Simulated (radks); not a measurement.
Species: Te20+. Configuration: [Ar] 3d10 4s2 4p2.

Method: scalar-relativistic Kohn-Sham, LDA (Slater exchange, VWN5 correlation), spin-polarised, spherical densities, finite nucleus; open shells are filled with parallel spins first (spin-orbit coupling, left out, can overturn this in heavy ions); Fermi nuclear charge, rms radius 4.7423 fm; computed with a radial shooting solver on a logarithmic mesh with Libxc functionals.

Energy parts (eV):
total: -180100.306
kinetic: 188867.023
electron-nucleus: -417145.034
Hartree: 52261.633
exchange-correlation: -4083.928

Orbitals (lengths in bohr, moments of r in powers of bohr; <r^-3> diverges for s and p1/2):
| orbital | occ. | eigenvalue (eV) | <r^-3> | <r^4> |
|---|---|---|---|---|
| 1s up | 1 | -32166.60 | - | 2.880e-06 |
| 1s down | 1 | -32165.61 | - | 2.880e-06 |
| 2s up | 1 | -5412.166 | - | 0.0004912 |
| 2s down | 1 | -5411.517 | - | 0.0004911 |
| 2p up | 3 | -4921.172 | 5402 | 0.0003534 |
| 2p down | 3 | -4920.285 | 5402 | 0.0003534 |
| 3s up | 1 | -1501.923 | - | 0.02045 |
| 3s down | 1 | -1500.801 | - | 0.02038 |
| 3p up | 3 | -1341.988 | 1050 | 0.02114 |
| 3p down | 3 | -1340.762 | 1051 | 0.02104 |
| 3d up | 5 | -1102.401 | 146.3 | 0.01780 |
| 3d down | 5 | -1101.230 | 146.5 | 0.01767 |
| 4s up | 1 | -636.4397 | - | 0.3779 |
| 4s down | 1 | -630.8528 | - | 0.3789 |
| 4p up | 2 | -579.4881 | 285.1 | 0.4376 |
| 4p down | 0 | -573.9289 | 285.4 | 0.4399 |

The highest occupied level is 4p up at -579.49 eV. Spin moment in Bohr magnetons: 2. For comparison, the ionisation energy in NIST's Atomic Spectra Database is 599 eV (theoretical). In exact Kohn-Sham theory the highest level is minus the ionisation energy, but local and semilocal functionals leave it too shallow, through self-interaction and a potential that decays too fast; potentials with the right tail come closer. The electron density at the nucleus is 2.344e+05 e/bohr^3 (large components only). The density falls to 0.001 e/bohr^3 at r = 1.57 bohr.
